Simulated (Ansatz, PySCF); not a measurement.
Dimer: CH4 (SMILES C) (first 5 atoms) with CH3Cl (SMILES CCl); geometry from B3LYP-D3(BJ)/def2-TZVP.
(charge 0, multiplicity 1):
```xyz
10

C      0.08601     0.02346    -0.02055
H      1.15752    -0.17340     0.00100
H     -0.19273     0.62392     0.84378
H     -0.16275     0.56100    -0.93449
H     -0.45703    -0.92108     0.00033
C      0.80765    -0.84884     3.45746
Cl    -0.09440     0.64005     3.89387
H      1.72306    -0.55691     2.95218
H      1.02999    -1.39177     4.37103
H      0.18403    -1.44445     2.79831
```

Monomers are frozen at their geometry in the pair; levels with a basis set take the counterpoise correction. Rows marked so take none.

Rows in 6-31G* carry no dispersion term and start afresh at each structure (6-31G* with six Cartesian d functions).

Run with Ansatz (Gaussian basis) for Hartree–Fock, density functionals and correlated methods; PySCF for 6-31G* rows, the dispersion terms. Each number belongs to the level named beside it.

Question: One of these levels gives 0.9 meV for the interaction energy. Which one is it?
A. BHLYP/def2-TZVPPD
B. r2SCAN-D3(BJ)/def2-TZVPPD
C. HF/6-31G* (no counterpoise)

Answer: A, BHLYP/def2-TZVPPD. The others give 18.0 (HF/6-31G* (no counterpoise)), -41.2 (r2SCAN-D3(BJ)/def2-TZVPPD)

Ansatz is a quantum-chemistry and plane-wave program.
